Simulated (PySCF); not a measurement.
## Electron correlation in B⁺ (boron, charge +1)

[He] 2s2, closed-shell 1S. Computed with PySCF 2.14 in cc-pVTZ, with no relativity, point nucleus. Frozen: 1s2; 2 electrons correlated.

Total MP2 correlation energy: -35.89 mhartree.

Same-spin part 0.00 and opposite-spin part -35.89 mhartree; SCS-MP2 scales them by 1/3 and 6/5 to -43.07 mhartree.

With two correlated electrons CCSD is exact within the correlated space (frozen core and kept virtual orbitals).

```json
{"level": "CCSD", "correlation energy (mhartree)": "-59.77"}
```

Diagnostics: T1 = 0.012, D1 = 0.0170, largest double amplitude 0.150.

A double-excitation amplitude exceeds 0.15, a sign of near-degeneracy.

Cost of the coupled-cluster step: 0.05 s of wall time on 1 thread of Intel(R) Xeon(R) 6975P-C (shared host), for 2 correlated electrons.
